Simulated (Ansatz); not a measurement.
`N[SiH]([SiH3])[SnH3]` + `[NH2][Al]([NH2])[F]` → `[NH2][Al]([F])[NH][SiH3]` + `N[SiH2][SnH3]`  (cleavage of the Si–Si bond)

Calculated with Ansatz (gas phase, PBE0-D4/def2-TZVP geometries, no zero-point term in ΔE). CCSD(T)/CBS is the MP2 limit (def2-TZVPP, def2-QZVPP) plus CCSD(T) − MP2 in def2-TZVPP, frozen cores. This one scheme is used for every species. Functionals use def2-TZVPP. def2 core potentials past Kr. For Sn outer-core shells are correlated without core-valence functions, which leaves a few kJ/mol of doubt a bond. One conformer a species, not always the lowest.

```tsv
level	ΔE (eV)
r2SCAN	-0.50
HF/def2-QZVPP	-0.78
```

(1) What does CCSD(T)/CBS give? (An estimate is asked.)

Largest T1 diagnostic among the species: 0.013.

Results:

(1) The calculation gave: -0.56 eV. The listed levels differ from it by 0.06, -0.22 eV.

In def2-TZVPP, CCSD(T) changes the Hartree–Fock value by +0.19 eV (the triples alone add +0.03 eV) and MP2 by +0.13 eV. From PBE to PBE0 (25 % exact exchange), in def2-TZVPP and without D4, ΔE moves by −0.07 eV.
